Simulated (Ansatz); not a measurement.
Molecule (SMILES): [GeH2] (GeH2) (closed-shell singlet).
Geometry (B3LYP-D3(BJ)/def2-TZVP, fixed):
```
Ge
H 1 1.5993
H 1 1.5993 2 90.65
```
Charge 0, spin multiplicity 1.

Basis-set convergence of the dipole moment at PBE with Ansatz (a program for electronic structure). Dipoles come from the density behind the forces; the sign is taken along the dipole that this method gives in the largest set. Cartesian d functions, on some or all atoms, in 6-31G*, 6-31G**; all else is spherical. The program fits the integrals of some runs and decomposes those of others, by size. No added dispersion term, no relativity. Reference: the value in aug-pcseg-3, 0.227 D, itself unsure by roughly 0.001 D (its mean distance from aug-cc-pVQZ, def2-QZVPPD). Deviations are taken from unrounded values.

```
basis        functions  dipole moment (D)  minus reference (D)
-----------  ---------  -----------------  -------------------
pcseg-0             26             -0.154               -0.381
def2-SV(P)          36              0.041               -0.186
cc-pVDZ             37              0.079               -0.148
pcseg-1             37              0.104               -0.123
6-31G*              39             -0.202               -0.429
def2-SVP            42              0.034               -0.193
6-31G**             45             -0.208               -0.435
aug-cc-pVDZ         54              0.200               -0.027
aug-pcseg-1         54              0.157               -0.070
6-311G**            56              0.168               -0.059
def2-TZVP           60              0.227                0.000
cc-pVTZ             71              0.147               -0.080
def2-TZVPP          76              0.227                0.000
aug-cc-pVTZ        105              0.213               -0.014
cc-pVQZ            128              0.200               -0.027
pcseg-3            134              0.222               -0.005
def2-QZVP          135              0.202               -0.025
cc-pV5Z            214              0.217               -0.010
```

The smallest set listed that lies within 0.1 D of the reference with all its larger relatives (same family, alike in diffuse functions; a set with none counts only in the reference's own line) is aug-cc-pVDZ (54 functions, -0.027 D off), level with aug-pcseg-1. Inside, with no larger relative to test it: 6-311G**. (Relatives not listed, tested too: aug-pcseg-2 -0.019, def2-QZVPP -0.020, aug-cc-pVQZ 0.001, aug-pcseg-3 0.000, pcseg-4 -0.001 D.)
